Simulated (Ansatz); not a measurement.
Job for Ansatz (a first-principles code): R-PBE0/def2-TZVPP on C3H9B (SMILES BC(C)C), a point of a torsion scan.

Ansatz 0.2 input:
```yaml
crystal:
  periodic: [false, false, false]
  atoms:
    - {symbol: B, position_ang: [-0.35318277, 1.53669613, 0.18308505]}
    - {symbol: C, position_ang: [0.18402656, 0.07247858, 0.41158865]}
    - {symbol: C, position_ang: [-1.08510687, -0.78556458, 0.15489596]}
    - {symbol: C, position_ang: [1.31744716, -0.36619818, -0.51809455]}
    - {symbol: H, position_ang: [-0.34232863, 2.00628075, -0.88726830]}
    - {symbol: H, position_ang: [-0.83878357, 2.12356147, 1.07017876]}
    - {symbol: H, position_ang: [0.50679163, -0.10527745, 1.44100081]}
    - {symbol: H, position_ang: [-1.18108453, -1.57307773, 0.89789716]}
    - {symbol: H, position_ang: [-1.04636464, -1.22730260, -0.83644037]}
    - {symbol: H, position_ang: [-1.98930474, -0.17793488, 0.21176725]}
    - {symbol: H, position_ang: [1.04419015, -0.20689635, -1.55854619]}
    - {symbol: H, position_ang: [1.54885236, -1.42180863, -0.37903055]}
    - {symbol: H, position_ang: [2.21794040, 0.20887149, -0.31180620]}
basis:
  gaussian:
    orbitals: def2-TZVPP
hamiltonian:
  xc: {name: PBE0}
scf: {lower_state_search: off}
```

Output:

```
WARN ansatz: RAYON_NUM_THREADS=1 ignored (pool sized by the plan → 1); use --threads N
Functional definition: PBE0
these checks for a lower state are left out or cut short: stability, starts, cluster_reference, orbital_swaps, neighbouring_geometries, increment
integrals: 0.14 GiB planned
1240 factors; their error is unknown
mean field: 1.46 GiB planned
mean field evaluation 1: about -3920.5663 eV, gradient 6.2e1 eV
mean field evaluation 2: about -3915.3115 eV, gradient 7.5e1 eV
mean field evaluation 4: about -3929.7564 eV, gradient 2.8e0 eV
mean field evaluation 8: about -3929.7721 eV, gradient 2.7e-2 eV
mean field evaluation 16: about -3929.7502 eV, gradient 5.0e-5 eV
mean field -3929.75024035 eV, -144.4156576524 hartree, gradient 1.1e-6 eV, S^2 0.000000; 0 other end points of the search recorded, 0 dependent functions left out
reference -3929.75027525 eV, -144.4156589352 hartree; 16, 16 occupied and 234, 234 virtual orbitals, 1240 factors
Total energy: -3929.75027525 eV, -144.4156589352 hartree
Checks for a lower state left out: stability, starts, cluster_reference, orbital_swaps, neighbouring_geometries, increment
```

The run converged.

Cost: very roughly 4 core-seconds.
